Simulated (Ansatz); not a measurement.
# Nudged elastic band run: CH$_{5}$ClSi$_{2}$

Input file:

```yaml
crystal:
  periodic: [false, false, false]
  atoms:
    - { symbol: Si, position_ang: [-0.537792, 1.03526, -0.871285] }
    - { symbol: C, position_ang: [-0.535664, -0.285435, 0.422034] }
    - { symbol: Si, position_ang: [0.771593, -1.204088, 0.976669] }
    - { symbol: Cl, position_ang: [2.68312, -1.014162, 0.277911] }
    - { symbol: H, position_ang: [-1.448092, 0.687807, -2.00171] }
    - { symbol: H, position_ang: [-1.006007, 2.338969, -0.316027] }
    - { symbol: H, position_ang: [0.837119, 1.218795, -1.411772] }
    - { symbol: H, position_ang: [-1.488, -0.526371, 0.910873] }
    - { symbol: H, position_ang: [0.723702, -2.250774, 2.013306] }
basis:
  gaussian: { orbitals: def2-SVP }
hamiltonian:
  xc: cam_b3lyp
  dispersion: d4
neb:
  order_check: false
  images: 9
  f_tol: 0.5
  max_iterations: 60
  final_atoms:
    - { symbol: Si, position_ang: [-0.52727562, 0.98532695, -0.93316509] }
    - { symbol: C, position_ang: [-0.48498483, -0.55157676, 0.09392074] }
    - { symbol: Si, position_ang: [0.74646319, -1.08865987, 1.12121265] }
    - { symbol: Cl, position_ang: [2.49963632, -0.08157428, 1.42429303] }
    - { symbol: H, position_ang: [-1.68053904, 1.85601762, -0.55998496] }
    - { symbol: H, position_ang: [0.73034622, 1.75871245, -0.74155066] }
    - { symbol: H, position_ang: [-0.66987026, 0.66500267, -2.38384926] }
    - { symbol: H, position_ang: [-1.35464369, -1.21990713, 0.05286038] }
    - { symbol: H, position_ang: [0.7408467, -2.32334066, 1.92626217] }
  initial_path:
    images:
      - { positions_ang: [[-0.537792, 1.03526, -0.871285], [-0.535664, -0.285435, 0.422034], [0.771593, -1.204088, 0.976669], [2.68312, -1.014162, 0.277911], [-1.448092, 0.687807, -2.00171], [-1.006007, 2.338969, -0.316027], [0.837119, 1.218795, -1.411772], [-1.488, -0.526371, 0.910873], [0.723702, -2.250774, 2.013306]] }
      - { positions_ang: [[-0.5404094, 1.03163594, -0.88423652], [-0.53979299, -0.31898648, 0.38385821], [0.77562076, -1.19715102, 1.00236742], [2.68248482, -0.90692147, 0.41928039], [-1.53872205, 0.80817131, -1.89216268], [-0.82554969, 2.31884309, -0.30226671], [0.73798601, 1.12922173, -1.54393266], [-1.49552402, -0.60377175, 0.80395393], [0.74388556, -2.26104035, 2.01313762]] }
      - { positions_ang: [[-0.54302681, 1.02801187, -0.89718804], [-0.54392197, -0.35253796, 0.34568241], [0.77964853, -1.19021404, 1.02806583], [2.68184965, -0.79968094, 0.56064978], [-1.62935211, 0.92853561, -1.78261535], [-0.64509238, 2.29871719, -0.28850641], [0.63885302, 1.03964846, -1.67609332], [-1.50304804, -0.6811725, 0.69703486], [0.76406912, -2.2713067, 2.01296923]] }
      - { positions_ang: [[-0.54564421, 1.02438781, -0.91013956], [-0.54805096, -0.38608944, 0.30750662], [0.78367629, -1.18327705, 1.05376425], [2.68121447, -0.69244041, 0.70201917], [-1.71998216, 1.04889992, -1.67306803], [-0.46463507, 2.27859128, -0.27474612], [0.53972003, 0.95007519, -1.80825398], [-1.51057206, -0.75857325, 0.59011579], [0.78425268, -2.28157305, 2.01280085]] }
      - { positions_ang: [[-0.54826162, 1.02076375, -0.92309109], [-0.55217995, -0.41964092, 0.26933082], [0.78770406, -1.17634007, 1.07946267], [2.6805793, -0.58519987, 0.84338856], [-1.81061222, 1.16926423, -1.5635207], [-0.28417776, 2.25846537, -0.26098582], [0.44058703, 0.86050192, -1.94041464], [-1.51809608, -0.835974, 0.48319672], [0.80443624, -2.2918394, 2.01263247]] }
      - { positions_ang: [[-0.55087902, 1.01713968, -0.93604261], [-0.55630893, -0.4531924, 0.23115503], [0.79173182, -1.16940309, 1.10516109], [2.67994412, -0.47795934, 0.98475796], [-1.90124227, 1.28962853, -1.45397338], [-0.10372046, 2.23833946, -0.24722553], [0.34145404, 0.77092865, -2.0725753], [-1.5256201, -0.91337475, 0.37627765], [0.8246198, -2.30210576, 2.01246408]] }
      - { positions_ang: [[-0.54615834, 1.01077714, -0.9354671], [-0.54204411, -0.47286927, 0.20370817], [0.7826781, -1.15325445, 1.1083714], [2.64388256, -0.39868233, 1.07266497], [-1.85710163, 1.40290635, -1.2751757], [0.06309288, 2.14241406, -0.34609055], [0.13918918, 0.74974346, -2.13483009], [-1.49142482, -0.97468122, 0.3115942], [0.80786518, -2.30635274, 1.9952237]] }
      - { positions_ang: [[-0.54143766, 1.00441459, -0.9348916], [-0.52777929, -0.49254614, 0.17626131], [0.77362437, -1.1371058, 1.11158171], [2.607821, -0.31940532, 1.16057198], [-1.81296098, 1.51618417, -1.09637801], [0.22990621, 2.04648866, -0.44495558], [-0.06307568, 0.72855826, -2.19708488], [-1.45722954, -1.0359877, 0.24691075], [0.79111056, -2.31059972, 1.97798332]] }
      - { positions_ang: [[-0.53671698, 0.99805205, -0.9343161], [-0.51351447, -0.51222301, 0.14881445], [0.76457064, -1.12095716, 1.11479203], [2.57175944, -0.2401283, 1.248479], [-1.76882033, 1.62946199, -0.91758033], [0.39671955, 1.95056326, -0.5438206], [-0.26534054, 0.70737306, -2.25933967], [-1.42303425, -1.09729418, 0.18222729], [0.77435594, -2.3148467, 1.96074293]] }
      - { positions_ang: [[-0.5319963, 0.9916895, -0.9337406], [-0.49924965, -0.53189989, 0.1213676], [0.75551692, -1.10480852, 1.11800234], [2.53569788, -0.16085129, 1.33638601], [-1.72467968, 1.7427398, -0.73878265], [0.56353288, 1.85463785, -0.64268563], [-0.4676054, 0.68618787, -2.32159447], [-1.38883897, -1.15860065, 0.11754384], [0.75760132, -2.31909368, 1.94350255]] }
      - { positions_ang: [[-0.52727562, 0.98532695, -0.93316509], [-0.48498483, -0.55157676, 0.09392074], [0.74646319, -1.08865987, 1.12121265], [2.49963632, -0.08157428, 1.42429303], [-1.68053904, 1.85601762, -0.55998496], [0.73034622, 1.75871245, -0.74155066], [-0.66987026, 0.66500267, -2.38384926], [-1.35464369, -1.21990713, 0.05286038], [0.7408467, -2.32334066, 1.92626217]] }
```

Run as:

```bash
$ ansatz run input.yaml --threads 2 --pin off --max-ram 3072MiB --backend cpu --events-out ev --progress --plain --runs-dir out
```

Output, in part (warnings, iteration lines, the closing report on the highest movable image, with atoms numbered from 0):

```
NEB end point (image 0): max|allowed force component| = 9.416e-3 eV/Å (the criterion of neb.relax_end_points is 1.000e-1)
NEB end point (image 10): max|allowed force component| = 1.342e-2 eV/Å (the criterion of neb.relax_end_points is 1.000e-1)
NEB iter   1: max|band force component| = 2.482e0 eV/Å  barrier→ = 0.4943 eV  barrier← = 0.4943 eV  Δτ_max = 0.1039 Å  (287 SCF iters)
NEB iter   2: max|band force component| = 7.905e-1 eV/Å  barrier→ = 0.0850 eV  barrier← = 0.0850 eV  Δτ_max = 0.0334 Å  (237 SCF iters)
NEB iter   3: max|band force component| = 1.805e-1 eV/Å  barrier→ = 0.0477 eV  barrier← = 0.0477 eV  CI = image 5  Δτ_max = 0.0000 Å  (489 SCF iters)
Total energy: -29386.44213638 eV, -1079.9318296661 hartree
Atom 0 at    -0.519514     0.995679    -0.908388 Å, force    -0.020022    -0.004040     0.011129 eV/Å
Atom 1 at    -0.547595    -0.460863     0.242544 Å, force    -0.034899     0.061248    -0.068221 eV/Å
Atom 2 at     0.756586    -1.138175     1.074596 Å, force     0.056177    -0.038642     0.042778 eV/Å
Atom 3 at     2.658173    -0.397440     0.919911 Å, force    -0.023247    -0.008120     0.001341 eV/Å
Atom 4 at    -1.898913     1.236173    -1.419752 Å, force     0.019295     0.001068    -0.003563 eV/Å
Atom 5 at    -0.052109     2.240033    -0.231085 Å, force    -0.003680    -0.003521     0.002962 eV/Å
Atom 6 at     0.381543     0.776269    -2.077296 Å, force    -0.010770    -0.008273     0.005727 eV/Å
Atom 7 at    -1.511174    -0.954974     0.413531 Å, force     0.006929    -0.002527     0.006403 eV/Å
Atom 8 at     0.732982    -2.296700     1.985938 Å, force     0.010216     0.002807     0.001444 eV/Å
Dipole moment:    -0.015757    -0.334279     0.259615 e Å
```

The forces met the threshold. The threshold of 0.5 eV/Å is loose, so the images may lie well off the minimum-energy path. Another band between the same ends (9 images) ends at a top of the same energy, where a vibrational analysis finds 1 clearly imaginary mode.

Final band (atoms are numbered from 1 in the order of the input):

| image | path coordinate (Å) | energy (kJ/mol) | dihedral H6–Si1–C2–Si3 (°) |
| --- | --- | --- | --- |
| 0 | 0.00 | 0.0 | -120 |
| 1 | 0.40 | 0.5 | -109 |
| 2 | 0.80 | 1.7 | -97 |
| 3 | 1.20 | 3.1 | -85 |
| 4 | 1.61 | 4.2 | -73 |
| 5 | 2.01 | 4.6 | -61 |
| 6 | 2.41 | 4.2 | -48 |
| 7 | 2.81 | 3.3 | -36 |
| 8 | 3.22 | 1.8 | -24 |
| 9 | 3.62 | 0.5 | -12 |
| 10 | 4.02 | 0.0 | 0 |

Run time: 86 s on 2 threads of Arm Neoverse V1, with other jobs on the host, peak memory 0.23 GiB.
